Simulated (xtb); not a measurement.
Harmonic IR lines of one isomer of C$_{10}$H$_{7}$BS, unscaled. All values below come from GFN2-xTB (xtb 6.7.1).

```csv
wavenumber (cm⁻¹),relative intensity
552,4.1
671,8.7
687,5.3
786,17
817,97
835,3.0
854,5.2
888,4.3
969,3.2
1094,4.6
1173,19
1226,4.7
1255,85
1305,6.0
1337,8.8
1373,10
1442,11
1520,21
1561,19
2645,100
2677,60
3087,12
3096,4.3
3157,7.1
```

Q: Say which structure gives these lines.
A. `Bc1cc(C#C)cc2ccsc12`
B. `Bc1cc(C#C)c2sccc2c1`
C. `Bc1c(C#C)ccc2ccsc12`
D. `Bc1cc(C#C)cc2sccc12`

A: D, `Bc1cc(C#C)cc2sccc12`
